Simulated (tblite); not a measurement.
Compound: C7H10OS.
Geometry (GFN2-xTB, Å), atoms numbered from 1 in this order:
```
atom  x, y, z in Å
C1    -1.3035    0.7081    1.1696
C2    -1.1821    0.0501   -0.2048
C3    -2.3147    0.4851   -1.1281
O4     0.0235    0.4367   -0.8528
C5     1.2012   -0.0600   -0.3964
C6     1.4045   -1.1193    0.5331
C7     2.7202   -1.3797    0.7371
S8     3.7418   -0.3582   -0.1874
C9     2.3820    0.4451   -0.8617
H10   -0.4639    0.4345    1.8048
H11   -1.3108    1.7897    1.0578
H12   -2.2252    0.3942    1.6521
H13   -1.2068   -1.0447   -0.0974
H14   -2.2865    1.5634   -1.2613
H15   -2.2031    0.0136   -2.1008
H16   -3.2728    0.2015   -0.7024
H17    0.6189   -1.6662    1.0222
H18    3.1528   -2.1203    1.3791
H19    2.5148    1.2358   -1.5703
```

Method: GFN2-xTB as coded in tblite; computed harmonic values from a numerical Hessian at the method's own geometry, unscaled. Against measured fundamentals such values can be off by several per cent, at times by over 20. One conformer, not necessarily the lowest.

Harmonic wavenumbers (cm⁻¹): 40.0, 87.1, 143.7, 169.3, 213.5, 243.7, 294.2, 355.0, 403.9, 426.7, 469.9, 582.2, 596.7, 678.2, 708.7, 744.8, 819.8, 839.3, 859.2, 889.3, 935.7, 941.4, 973.9, 995.2, 1082.7, 1126.4, 1141.6, 1160.9, 1172.0, 1214.0, 1308.1, 1322.6, 1391.3, 1395.6, 1407.9, 1446.7, 1473.4, 1485.5, 1487.9, 1500.2, 1568.1, 2862.9, 3036.0, 3043.7, 3044.5, 3048.4, 3050.5, 3052.0, 3132.5, 3168.3, 3186.1.

A = 3928, B = 726.2, C = 666.4 MHz; mass 142.045 u (most abundant isotopes); point group C1, symmetry number 1.

Question: What is the zero-point energy?

Answer: ½Σν̃ = 33361 cm⁻¹ = 399.08 kJ/mol.

Question: What is S at 500 K and 1 bar for an ideal gas of classical rigid rotors and harmonic oscillators?

Answer: Translation 181.41, rotation 129.94, vibration 195.50: S = 506.9 J/(mol K).

Question: And Cp and H(500 K) − H(0)?

Answer: Cp = 238.00 J/(mol K), of which vibrations give 204.74 (their classical limit is 51 R = 424.0); H(500 K) − H(0) = 68.21 kJ/mol without the zero-point energy, 51.58 from vibrations.

Question: How do the functions run with temperature in this model?

Answer: 
```csv
T (K),S (J/(mol K)),Cp (J/(mol K)),H − H(0) (kJ/mol),G − H(0) (kJ/mol),ln q(vib)
150,321.8,93.6,9.29,-38.97,2.62
250,379.4,136.3,20.75,-74.09,4.97
298.15,405.2,157.9,27.83,-92.99,6.13
400,457.8,201.5,46.18,-136.96,8.63
600,553.0,267.9,93.55,-238.24,13.58
900,674.5,330.1,184.07,-422.95,20.72
```

q(vib) and H(0) count from the zero-point level.

Question: Which modes carry the vibrational entropy at 500 K?

Answer: 40.0 cm⁻¹: 26.29; 87.1 cm⁻¹: 19.84; 143.7 cm⁻¹: 15.72; 169.3 cm⁻¹: 14.38; 213.5 cm⁻¹: 12.49; 243.7 cm⁻¹: 11.43 J/(mol K); the other 45 give 95.34 together.

Hindered rotation and anharmonicity are outside this model. Other conformers, if any are populated, would add a mixing term that is left out. The structure is chiral; the term R ln 2 for an equal mix with its mirror image is left out.
